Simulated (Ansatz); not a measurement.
Reaction (substitution at a C–Sn bond): `C=[CH][SnH2][CH]=C` + `FC(F)(F)S` → `C=CSC(F)(F)F` + `C=[CH][SnH3]`

Calculated with Ansatz (gas phase, PBE0-D4/def2-TZVP geometries, no zero-point term in ΔE). CBS: MP2 limit from def2 TZ/QZ plus the TZ coupled-cluster correction, frozen cores. DFT in def2-TZVPP. B3LYP here is the variant with VWN-RPA as its local correlation; programs differ in this. Elements past krypton have def2 core potentials. For Sn outer-core shells are correlated without core-valence functions, which leaves a few kJ/mol of doubt a bond. Each species was taken in one conformer, which may not be the lowest.

`C=[CH][SnH2][CH]=C`:

```xyz
13

C     1.083   -1.161   -1.619
C     1.466   -1.241   -0.350
Sn    0.513   -0.115    1.185
C    -0.750    1.316    0.250
C    -2.075    1.249    0.300
H     0.263   -0.522   -1.937
H     1.570   -1.735   -2.404
H     2.293   -1.898   -0.092
H     1.698    0.647    2.157
H    -0.465   -1.119    2.167
H    -0.291    2.133   -0.303
H    -2.709    1.984   -0.191
H    -2.596    0.460    0.837
```

`FC(F)(F)S`:

Z-matrix (Å, degrees):
```
C
F 1 1.333
F 1 1.333 2 106.9
F 1 1.331 2 108.2 3 -116.3
S 1 1.805 2 112.7 3 124.4
H 5 1.343 1 93.2 2 -60.6
```

`C=CSC(F)(F)F`:

```xyz
10

C     1.139    0.503   -0.977
C     0.294   -0.495   -1.192
S    -0.996   -1.140   -0.206
C    -0.941   -0.105    1.273
F    -1.164    1.184    1.021
F    -1.905   -0.540    2.083
F     0.216   -0.184    1.928
H     1.875    0.740   -1.735
H     1.141    1.104   -0.079
H     0.340   -1.066   -2.116
```

`C=[CH][SnH3]`:

Z-matrix (Å, degrees):
```
Sn
C 1 2.124
H 1 1.708 2 110.6
H 1 1.708 2 107.5 3 -120.0
H 1 1.709 2 110.6 3 120.0
C 2 1.327 1 122.6 3 120.3
H 2 1.088 1 118.6 3 -59.7
H 6 1.088 2 121.9 1 180.0
H 6 1.087 2 122.3 1 -0.0
```

| level | ΔE (kcal/mol) | difference from CCSD(T)/CBS |
| --- | --- | --- |
| r2SCAN-D4 | 1.6 | -4.2 |
| ωB97X-V | 3.5 | -2.3 |
| ωB97M-V | 3.8 | -2.0 |
| B2PLYP | 4.1 | -1.7 |
| B3LYP | 3.2 | -2.6 |
| CCSD/def2-TZVPP | 5.8 | 0.0 |
| HF/def2-QZVPP | 5.6 | -0.2 |
| MP2/def2-QZVPP | 6.0 | 0.2 |
| HF/CBS(def2) | 5.6 | -0.2 |
| MP2/CBS(def2) | 6.2 | 0.4 |
| CCSD(T)/CBS | 5.8 | 0 |

Largest T1 diagnostic among the species: 0.013.

From PBE to PBE0 (25 % exact exchange), in def2-TZVPP and without D4, ΔE moves by +0.9 kcal/mol.
